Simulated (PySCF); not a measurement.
Electron correlation in In(35+) (indium, charge +35)

[Ne] 3s2 3p2, high-spin 3P determinant. Calculation: PySCF 2.14, in an even-tempered Gaussian basis (18 s from 5.6 bohr⁻², ratio 2.5; 12 p from 7.3 bohr⁻², ratio 2.5; 5 d from 30 bohr⁻², ratio 2.7; 4 f from 45 bohr⁻², ratio 2.7); scalar relativity by spin-free X2C-1e. Frozen: 1s2; 12 electrons correlated; the 21 highest virtual orbitals of each spin left out.

```json
{"level": "CCSD", "correlation energy (mhartree)": "-515.55"}
{"level": "(T)", "correlation energy (mhartree)": "-1.17"}
{"level": "CCSD(T)", "correlation energy (mhartree)": "-516.72"}
```

Diagnostics: T1 = 0.00079, D1 = 0.0034, largest double amplitude 0.059.

Task: Is a single reference adequate?

Result: Yes, within this model without spin-orbit coupling: T1 lies below 0.03 and no double amplitude reaches 0.07.

At this charge the one-electron X2C treatment keeps the bare 1/r₁₂, with no two-electron picture change or Breit term. The effect here is smaller than on the frozen 1s shell; and a scalar Hamiltonian misses the large spin-orbit splitting of the p shells, which matters for ns² → np² pairs.

Spin-orbit coupling is strong in this species, so the high-spin LS determinant is a model state.
